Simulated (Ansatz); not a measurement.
Start from `C[SiH2]O[SiH2]N` and change one atom or group to get `N[SiH2]O[SiH2]N`.

Ansatz, PBE0-D4/def2-TZVP geometries, multiplicity 1. Each molecule was computed in one conformer, which needn't be the lowest.

```tsv
property	`C[SiH2]O[SiH2]N`
HOMO energy (PBE/def2-TZVPP) / eV	-6.26
LUMO energy (ωB97M-V/def2-TZVPP) / eV	2.02
HOMO–LUMO gap (PBE0/def2-TZVPP) / eV	8.27
LUMO energy (B3LYP/def2-TZVPP) / eV	0.27
HOMO energy (ωB97M-V/def2-TZVPP) / eV	-10.15
HOMO–LUMO gap (ωB97M-V/def2-TZVPP) / eV	12.16
```

Task: What does the change do to each property? (Best estimate.)

Result: The calculation gave: 
```json
{"property": "HOMO energy (PBE/def2-TZVPP) / eV", "`N[SiH2]O[SiH2]N`": "-6.17", "shift": "0.09"}
{"property": "LUMO energy (ωB97M-V/def2-TZVPP) / eV", "`N[SiH2]O[SiH2]N`": "2.03", "shift": "0.01"}
{"property": "HOMO–LUMO gap (PBE0/def2-TZVPP) / eV", "`N[SiH2]O[SiH2]N`": "8.26", "shift": "-0.01"}
{"property": "LUMO energy (B3LYP/def2-TZVPP) / eV", "`N[SiH2]O[SiH2]N`": "0.33", "shift": "0.06"}
{"property": "HOMO energy (ωB97M-V/def2-TZVPP) / eV", "`N[SiH2]O[SiH2]N`": "-10.05", "shift": "0.10"}
{"property": "HOMO–LUMO gap (ωB97M-V/def2-TZVPP) / eV", "`N[SiH2]O[SiH2]N`": "12.09", "shift": "-0.07"}
```

B3LYP here is the variant with VWN-RPA as its local correlation; programs differ in this.
